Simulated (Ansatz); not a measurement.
Consider the ligand exchange at a B–C bond: `CCB(C)S` + CH₃OH → `COB(C)S` + `CC`.

Isolated molecules relaxed with PBE0-D4/def2-TZVP in Ansatz; ΔE leaves out vibrations. CCSD(T)/CBS is the MP2 limit (def2-TZVPP, def2-QZVPP) plus CCSD(T) − MP2 in def2-TZVPP, frozen cores. This one scheme is used for every species. DFT in def2-TZVPP. B3LYP here is the variant with VWN-RPA as its local correlation; programs differ in this. HSE06 is defined as in plane-wave codes. Each species was taken in one conformer, which may not be the lowest.

CCSD(T)/CBS gives -128.4 kJ/mol.

(1) Another level gave -125.5 kJ/mol. Which?
A. HF/def2-TZVPP
B. CAM-B3LYP/def2-TZVPP
C. HSE06-D4/def2-TZVPP
D. B3LYP-D4/def2-TZVPP

(2) What do rigid-rotor, harmonic-oscillator terms from PBE0-D4/def2-TZVP frequencies (298.15 K, 1 bar) make of the CCSD(T)/CBS value? (Estimate.)

Largest T1 diagnostic among the species: 0.012.

Results:

(1) C. HSE06-D4 -125.5, B3LYP-D4 -133.6, CAM-B3LYP -138.4, HF/def2-TZVPP -142.6 kJ/mol.

(2) Ansatz gave: ΔZPE = +2.2 kJ/mol, ΔH = -126.4 kJ/mol, ΔS = -15 J/(mol·K), ΔG = -122.0 kJ/mol. Modes under 50 cm⁻¹ make the entropy rough.

Leaving LDA and LC-ωPBE aside and taking each functional with its dispersion term where it has one, the values, not all of them listed here, spread over 12.9 kJ/mol, from CAM-B3LYP-D4 to revPBE-D4. In def2-TZVPP, CCSD(T) changes the Hartree–Fock value by +11.7 kJ/mol (the triples alone add +0.6 kJ/mol) and MP2 by +11.9 kJ/mol. At CCSD(T), def2-SVP lies −17.8 kJ/mol from the extrapolated value and def2-TZVPP −2.5 kJ/mol.

CCSD(T)/CBS has its own doubt, a few kJ/mol and more with outer-core shells, so smaller differences from it don't rank the levels.
